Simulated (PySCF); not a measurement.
HIn, neutral, multiplicity 1. Atoms are numbered in the order given.

```xyz
2

In     0.0000     0.0000    -0.0373
H      0.0000     0.0000     1.8257
```
Charge 0, spin multiplicity 1.

The structure is a stationary point at B3LYP-D3(BJ)/def2-TZVPD. The def2 effective core potentials stand for the cores of In; spin–orbit coupling is left out.

Calculation: PySCF 2.14.0 with IEF-PCM-PBE0/def2-TZVPD.

The values are the electrostatic part of the solvation free energy, E(continuum) − E(gas) at the gas-phase geometry, in a cavity of scaled van der Waals radii (PySCF's table); cavitation and dispersion terms are not included. A continuum can't describe solvent molecules that bind to the metal. In vacuum the orbital gap is 3.96 eV. The dipole moment in vacuum is 0.91 D.

| solvent | ε | ΔG(elec) (kcal/mol) | dipole (D) | gap (eV) |
|---|---|---|---|---|
| water | 78.36 | -5.8 | 1.67 | 4.45 |
| diethylether | 4.24 | -3.8 | 1.39 | 4.28 |
| methanol | 32.61 | -5.6 | 1.64 | 4.43 |
